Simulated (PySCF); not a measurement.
Spin-rotation constants: `C1(=S)CC[C@H]1CCl`, C5H7ClS

Cartesian coordinates in Å; atom numbers follow the order of the lines, from 1:
```xyz
14

S    -0.534   -2.706   -0.199
C    -0.601   -1.100   -0.230
C    -1.669   -0.093    0.058
C    -0.619    1.022   -0.092
C     0.437   -0.034   -0.483
C     1.672   -0.153    0.391
Cl    2.743    1.256    0.154
H    -2.130   -0.198    1.040
H    -2.466   -0.082   -0.685
H    -0.386    1.536    0.837
H    -0.833    1.758   -0.862
H     0.739    0.017   -1.532
H     2.242   -1.045    0.132
H     1.404   -0.178    1.447
```

Theory: PySCF 2.14.0, GIAO wB97X-D/pcSseg-1 magnetisability, rotational g tensor and spin-rotation constants, non-relativistic, gas phase. Geometry: GFN2-xTB.

Question: Give the nuclear spin-rotation constants along the inertial axes (H = +C I·J) beside the isotropic shieldings.

Answer: Rotational constants 3.3946, 0.9695, 0.7825 GHz. A star marks the isotopologue with that one atom substituted, in its own axes.
| atom | isotope | Caa (kHz) | Cbb (kHz) | Ccc (kHz) | mean (kHz) | σ (ppm) |
| --- | --- | --- | --- | --- | --- | --- |
| Cl7 | 35Cl | 0.131 | 0.223 | 0.150 | 0.168 | 886.8 |
| H8 | 1H | -0.366 | -0.090 | 0.020 | -0.146 | 28.7 |
| H9 | 1H | -0.224 | -0.051 | -0.044 | -0.106 | 28.6 |
| H10 | 1H | -0.228 | -0.093 | -0.017 | -0.113 | 29.5 |
| H11 | 1H | -0.330 | -0.035 | -0.032 | -0.133 | 29.0 |
| H12 | 1H | -0.327 | -0.123 | 0.039 | -0.137 | 28.5 |
| H13 | 1H | -0.352 | 0.038 | -0.074 | -0.130 | 27.8 |
| H14 | 1H | -0.371 | -0.106 | 0.034 | -0.148 | 28.6 |
| S1 | 33S* | 3.111 | 0.998 | 0.166 | 1.425 | -501.5 |
| C2 | 13C* | 2.448 | 0.693 | 0.187 | 1.109 | -104.8 |
| C3 | 13C* | 0.742 | 0.159 | 0.140 | 0.347 | 138.0 |
| C4 | 13C* | 0.551 | 0.144 | 0.106 | 0.267 | 163.4 |
| C5 | 13C* | 0.600 | 0.243 | 0.163 | 0.336 | 122.7 |
| C6 | 13C* | 0.593 | 0.191 | 0.166 | 0.317 | 133.1 |

For the geometry as given, no vibrational averaging.

Question: How do the rotational constants and the g tensor change when H8, H9, H10, H11, H12, H13, H14 are replaced by deuterium?

Answer: Constants 2.8452, 0.9388, 0.7469 GHz; g -0.0299, -0.0185, -0.0094, against -0.0356, -0.0190, -0.0098 before.
